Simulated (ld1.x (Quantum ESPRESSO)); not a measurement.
**PBEsol ultrasoft dataset for In (Z = 49), fully relativistic all-electron reference.**

- Element: indium
- Generator: ld1.x (Quantum ESPRESSO) 7.5
- Type: ultrasoft
- Functional: PBEsol
- Relativity: fully relativistic
- Frozen core: [Kr]
- Valence charge: 13
- Reference configuration: 4d10 5s2 5p1
- Partial waves: 5s (bound): rcut 1.30, rcutus 1.75 bohr; 5s channel at 1.45 Ry: rcut 1.30, rcutus 1.75 bohr; 5p (bound): rcut 1.75, rcutus 2.40 bohr; 5p channel at 0.35 Ry: rcut 1.75, rcutus 2.40 bohr; 4d (bound): rcut 1.30, rcutus 1.75 bohr; 4d channel at -1.05 Ry: rcut 1.30, rcutus 1.75 bohr
- Local potential: all-electron potential smoothed inside 1.85 bohr (lloc = -1)
- Core correction: Bessel-smoothed model core, default radius (core density twice the valence density)
- Augmentation charge: PSQ, inside the norm-conserving radii

Open shells are filled in proportion to 2j + 1 (rel_dist='average').

All-electron outer shells of the reference configuration (PBEsol, scalar-relativistic, ld1.x):

```csv
shell,level (eV),outermost node (bohr),outermost maximum (bohr)
4s,-119.51,0.41,0.77
4p,-78.02,0.42,0.82
4d,-18.59,0.40,0.94
5s,-8.25,1.02,2.16
5p,-2.52,1.14,2.85
```

(1) Does the generator finish with these settings?

Answers

(1) No. ld1.x (Quantum ESPRESSO) 7.5 stopped with "find_q: problem finding q": no Bessel wave vectors were found that match the logarithmic derivative at the chosen radius.
